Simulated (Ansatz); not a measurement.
C2H8BGeN can be A, `B[N]([GeH3])C=C`, or B, `CB1[CH2][GeH2][NH]1`.

Isolated molecules relaxed with PBE0-D4/def2-TZVP in Ansatz; ΔE leaves out vibrations. CBS: MP2 limit from def2 TZ/QZ plus the TZ coupled-cluster correction, frozen cores. Functionals use def2-TZVPP. B3LYP here is the variant with VWN-RPA as its local correlation; programs differ in this. For Ge outer-core shells are correlated without core-valence functions, which leaves a few kJ/mol of doubt a bond. Scalar relativity is left out up to krypton. One conformer a species, not always the lowest.

A:

```xyz
13

B    -0.799   -1.733   -0.423
N    -0.226   -0.493   -0.108
Ge    0.197    0.734   -1.462
C     0.042   -0.144    1.219
C     0.580    0.994    1.647
H    -1.057   -2.493    0.467
H    -1.019   -2.008   -1.566
H    -0.589    2.029   -1.211
H    -0.212    0.066   -2.774
H     1.705    1.018   -1.410
H    -0.237   -0.917    1.930
H     0.877    1.799    0.984
H     0.739    1.148    2.706
```

B:

```xyz
13

C    -0.2234    0.1862    2.0057
B    -0.1261    0.0525    0.4470
C     1.1879   -0.2068   -0.4553
Ge   -0.0584   -0.1414   -1.9614
N    -1.1749    0.1316   -0.4921
H     0.4110    1.0059    2.3598
H     0.1602   -0.7173    2.4919
H    -1.2385    0.3619    2.3705
H     1.6887   -1.1645   -0.3040
H     1.9421    0.5818   -0.4375
H    -0.3846   -1.4287   -2.7471
H    -0.0259    1.0545   -2.9360
H    -2.1581    0.2844   -0.3414
```

Question: Which is lower in electronic energy at CCSD(T)/CBS, and by how much? (Estimate.)

Answer: Ansatz gave: B, by 135.0 kJ/mol.

Question: Give E(B) − E(A) in kJ/mol with MP2/def2-TZVPP, B3LYP, B2PLYP, PBE0-D4, ωB97M-V, r2SCAN-D4, PBE-D4. (Estimate.)

Answer: Ansatz gave: MP2/def2-TZVPP -143.7, B3LYP -120.7, B2PLYP -127.2, PBE0-D4 -147.3, ωB97M-V -138.6, r2SCAN-D4 -139.7, PBE-D4 -138.1. None reverses the order clearly.

Largest T1 diagnostic: 0.013.

From PBE to PBE0 (25 % exact exchange), in def2-TZVPP and without D4, E(B) − E(A) moves by −8.9 kJ/mol. In def2-TZVPP, CCSD(T) changes the Hartree–Fock value by −21.6 kJ/mol (the triples alone add +1.1 kJ/mol) and MP2 by −32.6 kJ/mol.
